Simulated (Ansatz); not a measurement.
Born–Oppenheimer molecular dynamics of CH$_{7}$NOSi (11 atoms, charge 0, multiplicity 1). It starts from a relaxed structure.

Method: RKS PBE/def2-SVP (Ansatz 0.2.0).

- ensemble: NVE (velocity Verlet)
- time step: 0.5 fs
- steps asked: 150
- starting velocities drawn for: 1000 K
- masses: H 2.014 u
- seed: 261328

First frame:

```xyz
11
Properties=species:S:1:pos:R:3
Si 0.018 -0.043 -0.097
H 0.398 -0.104 1.363
O 1.445 0.055 -1.006
H 2.183 -0.484 -0.672
N -0.966 1.363 -0.348
H -1.499 1.421 -1.220
H -0.572 2.282 -0.126
C -1.000 -1.545 -0.594
H -1.927 -1.616 0.011
H -1.288 -1.489 -1.665
H -0.426 -2.484 -0.455
```

(1) What does the run give?

(2) What happens to the structure?

(3) How do temperature and energy run in time?

## Answers

(1) All steps were run.

| Item | Value |
| --- | --- |
| steps done | 150 |
| time covered | 75 fs |
| mean temperature over the second half | 512 K |
| spread of the potential energy over the second half | 7.7 meV per atom |
| mean potential energy of the second half above the start | 51.7 meV per atom |

The conserved energy stayed within 0.15 meV per atom of its start (net change 0.036 meV per atom), so the integration is sound. Over the second half the temperature averaged 0.51 of the 1000 K drawn at the start: a run that starts near a minimum puts about half its kinetic energy into the potential. A run of 0.075 ps of so small a system gives no equilibrium averages.

(2) The same pairs are bonded in the first frame and the last. Pairs count as bonded within 1.25 times the sum of covalent radii (0.12 Å more for H–H). The details hang on the random start.

(3) 
```
time (fs)  T (K)  potential energy less start (eV)  conserved less start (meV/atom)
      0.0   1000                             0.000                             0.00
      2.5    850                             0.175                             0.06
      5.0    584                             0.485                             0.11
      7.5    394                             0.707                             0.13
     10.0    349                             0.758                             0.13
     12.5    451                             0.640                             0.11
     15.0    620                             0.442                             0.06
     17.5    705                             0.344                             0.02
     20.0    574                             0.497                             0.07
     22.5    405                             0.694                             0.13
     25.0    388                             0.713                             0.09
     27.5    418                             0.679                             0.11
     30.0    543                             0.533                             0.11
     32.5    728                             0.317                             0.00
     35.0    682                             0.371                             0.05
     37.5    539                             0.538                             0.10
     40.0    449                             0.642                             0.09
     42.5    397                             0.703                             0.08
     45.0    380                             0.723                             0.13
     47.5    523                             0.556                             0.07
     50.0    644                             0.414                             0.01
     52.5    551                             0.524                             0.09
     55.0    474                             0.613                             0.12
     57.5    522                             0.557                             0.03
     60.0    467                             0.621                             0.09
     62.5    475                             0.612                             0.12
     65.0    622                             0.440                             0.01
     67.5    608                             0.457                             0.06
     70.0    534                             0.544                             0.10
     72.5    524                             0.555                             0.07
     75.0    472                             0.615                             0.04
```

The run took 3.7 min on 2 threads of Arm Neoverse V1, on a shared host, peak memory 0.12 GiB.
